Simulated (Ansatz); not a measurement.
Basis-set series for C₂H₅FSSiZn, SMILES `F[SiH]1CC[S][Zn]1`. The species carries charge 0 and has multiplicity 1. Geometry: relaxed with PBE0-D4/def2-TZVP.

```csv
functional,basis,functions,energy (Eh),HOMO (eV),LUMO (eV)
PBE0-D4,def2-SVP,134,-2644.91384,-6.28,-1.96
PBE0-D4,def2-QZVPP,561,-2645.70160,-6.55,-2.19
ωB97M-V,def2-SVP,134,-2645.39615,-8.34,-0.31
ωB97M-V,def2-QZVPP,561,-2646.18630,-8.58,-0.66
```

Give the rows for def2-TZVPP. (Estimate.)

The calculation gave: 
```tsv
functional	basis	functions	energy (Eh)	HOMO (eV)	LUMO (eV)
PBE0-D4	def2-TZVPP	311	-2645.62651	-6.52	-2.17
ωB97M-V	def2-TZVPP	311	-2646.11419	-8.55	-0.56
```

Scalar relativity is left out up to krypton.

Results of the Gaussian-basis code of Ansatz.
